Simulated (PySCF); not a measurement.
A structure optimised at B3LYP-D3(BJ)/def2-TZVP, used in a PySCF frequency run:

```xyz
3

Cd     0.0000     0.0000    -0.2858
F      0.0000     0.0000    -2.2282
Cl     0.0000     0.0000     1.9867
```
Charge 0, spin multiplicity 1.

Write its SMILES, formula and point group.

[F][Cd][Cl], CdClF, C∞v

What are its rotational constants (standard atomic weights)?

2.0769 GHz (linear rotor, B only)
